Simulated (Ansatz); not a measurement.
FGe2H5S, SMILES `[F][GeH2][S][GeH3]` at its PBE0-D4/def2-TZVP geometry, where that method's forces vanish. The species carries charge 0 and has multiplicity 1.

```xyz
9

F    -0.7482    1.9589   -0.8528
Ge    0.1093    0.6135   -1.5564
S     1.5120   -0.1662   -0.0604
Ge    0.0304   -0.6958    1.5270
H    -0.9896   -0.3965   -1.9117
H     0.9073    1.1587   -2.7444
H    -1.2466   -1.2190    0.8520
H    -0.2760    0.5378    2.3831
H     0.7015   -1.7913    2.3636
```

Question: What forces (eV/Å) does PBE-D4/def2-TZVPP give on these atoms in Ansatz? (An estimate is asked.)

Answer: Computed: 
```
F1  -0.334  0.517  0.256
Ge2  0.162 -0.334 -0.258
S3   0.374 -0.054  0.024
Ge4 -0.066 -0.021  0.049
H5  -0.143 -0.130 -0.044
H6   0.111  0.063 -0.151
H7  -0.139 -0.057 -0.064
H8  -0.037  0.130  0.098
H9   0.072 -0.114  0.090
```
